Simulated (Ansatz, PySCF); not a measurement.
Se(OH)(OSiH3) (H4O2SeSi), SMILES [Se](O[SiH3])O. Atoms are numbered in the order given.

```xyz
8

Se    -0.1774     0.7399     0.5871
O     -1.8569     0.1437     0.4919
H     -2.1428     0.2130    -0.4293
O      0.7390    -0.7647     0.2073
Si     0.9764    -1.1771    -1.4093
H     -0.3344    -1.2086    -2.1295
H      1.5935    -2.5314    -1.4113
H      1.8737    -0.1936    -2.0848
```
Charge 0, spin multiplicity 1.

The structure is a stationary point at PBE0-D3(BJ)/def2-SVP. The structure was generated by enumeration, and PubChem lists no compound with its InChIKey, so it may never have been made. One conformer was computed; it need not be the lowest.

Two levels are set side by side: PBE-D3(BJ)/def2-SVP (Ansatz, a first-principles code) and PBE0-D3(BJ)/def2-SVP (Ansatz). Each level has its own optimised geometry; the coordinates shown are those of the second. Frequencies come from the Hessian of PySCF at each geometry. Differences are taken from unrounded values.

| quantity | PBE0-D3(BJ) |
|---|---|
| mean bond length (Å) | 1.531 |
| bond Se1–O2 (Å) | 1.785 |
| bond Se1–O4 (Å) | 1.802 |
| bond O4–Si5 (Å) | 1.685 |
| bond O2–H3 (Å) | 0.967 |
| bond Si5–H6 (Å) | 1.496 |
| bond Si5–H7 (Å) | 1.488 |
| bond Si5–H8 (Å) | 1.493 |
| highest harmonic wavenumber (cm⁻¹) | 3838 |
| mean harmonic wavenumber (cm⁻¹) | 1067 |
| zero-point energy (kcal/mol) | 27.46 |

What does PBE-D3(BJ) give, and how far is it from PBE0-D3(BJ)? (Estimate from the structure and the level; the computed values follow.)


```json
[
 {"quantity": "mean bond length (Å)", "PBE-D3(BJ)": "1.550", "PBE-D3(BJ) minus PBE0-D3(BJ)": "0.019"},
 {"quantity": "bond Se1–O2 (Å)", "PBE-D3(BJ)": "1.816", "PBE-D3(BJ) minus PBE0-D3(BJ)": "0.031"},
 {"quantity": "bond Se1–O4 (Å)", "PBE-D3(BJ)": "1.839", "PBE-D3(BJ) minus PBE0-D3(BJ)": "0.037"},
 {"quantity": "bond O4–Si5 (Å)", "PBE-D3(BJ)": "1.705", "PBE-D3(BJ) minus PBE0-D3(BJ)": "0.020"},
 {"quantity": "bond O2–H3 (Å)", "PBE-D3(BJ)": "0.980", "PBE-D3(BJ) minus PBE0-D3(BJ)": "0.013"},
 {"quantity": "bond Si5–H6 (Å)", "PBE-D3(BJ)": "1.507", "PBE-D3(BJ) minus PBE0-D3(BJ)": "0.011"},
 {"quantity": "bond Si5–H7 (Å)", "PBE-D3(BJ)": "1.500", "PBE-D3(BJ) minus PBE0-D3(BJ)": "0.012"},
 {"quantity": "bond Si5–H8 (Å)", "PBE-D3(BJ)": "1.504", "PBE-D3(BJ) minus PBE0-D3(BJ)": "0.011"},
 {"quantity": "highest harmonic wavenumber (cm⁻¹)", "PBE-D3(BJ)": "3650", "PBE-D3(BJ) minus PBE0-D3(BJ)": "-188"},
 {"quantity": "mean harmonic wavenumber (cm⁻¹)", "PBE-D3(BJ)": "1023", "PBE-D3(BJ) minus PBE0-D3(BJ)": "-44"},
 {"quantity": "zero-point energy (kcal/mol)", "PBE-D3(BJ)": "26.33", "PBE-D3(BJ) minus PBE0-D3(BJ)": "-1.13"}
]
```

Exact exchange shortens and stiffens bonds; PBE has none. Differences between two approximate levels are no errors against the true value.
